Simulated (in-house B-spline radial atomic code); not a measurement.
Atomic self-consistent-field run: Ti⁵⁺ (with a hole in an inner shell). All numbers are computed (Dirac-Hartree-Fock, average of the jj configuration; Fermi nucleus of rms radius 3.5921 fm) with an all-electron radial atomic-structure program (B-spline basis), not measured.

In the input, a minus or plus after the letter marks the j = l - 1/2 or j = l + 1/2 subshell.

Command:
```bash
python run_scf.py task.json out
```
Settings (nuclear radius in fm, mass in u):
```
Z                22
configuration    1s2 2s2 2p-1 2p+4 3s2 3p6
hamiltonian      dirac
method           hf
spin_polarised   False
nucleus          fermi
rms_radius       3.5921
atomic_mass      47.94794
speed_of_light   137.035999084
```

Output (hartree, bohr):
```
 radial grid: 66 intervals, B-splines of order 8, outer radius 12.1053 bohr

 iter        energy (Eh)    residual
    1       -823.3716526    5.45e-01
    2       -829.8125626    1.89e-01
    3       -829.9725930    7.79e-02
    4       -830.0006278    3.30e-02
    5       -830.0069278    6.03e-03
    6       -830.0070401    2.03e-04
    7       -830.0070407    1.84e-05
    8       -830.0070407    4.26e-07
    9       -830.0070407    3.33e-08

 total energy                     -830.007041
 kinetic                            838.70184
 electron-nucleus                 -1917.67642
 electron-electron                  248.96754

 first-order corrections (not in the total)
   Gaunt                            0.27135
   retardation                     -0.02243
   frequency dependence            -0.00050
   self-energy                      0.19122
   Uehling                         -0.01473
   Wichmann-Kroll                   0.00007
   recoil                           0.00772

 orbital      occ     eigenvalue          <r>       <r^2>       <1/r>     <1/r^2>       r_max    small
 1s1/2      2.000     -189.57665    0.0694652  0.00648698     21.8227     971.336     0.04556  6.22e-03
 2s1/2      2.000      -25.71032     0.317609    0.119026      4.6636     91.0945      0.2654  1.13e-03
 2p1/2      1.000      -22.48110     0.284467    0.100462     4.54715     28.8963      0.2156  1.09e-03
 2p3/2      4.000      -22.11521     0.282711   0.0979542     4.53014     28.1562       0.217  1.09e-03
 3s1/2      2.000       -5.82574     0.927475    0.982224     1.51325     14.2326      0.8235  2.61e-04
 3p1/2      2.000       -4.64078     0.961632     1.07541     1.44003     4.69632      0.8411  2.46e-04
 3p3/2      4.000       -4.64764     0.963807     1.07546     1.40505     4.26172      0.8375  2.33e-04
```

Cost of the run: 0.55 s on 1 thread of Arm Neoverse V1 (shared host).

For the Dirac Hamiltonian the kinetic term is c α·p + (β - 1)c².
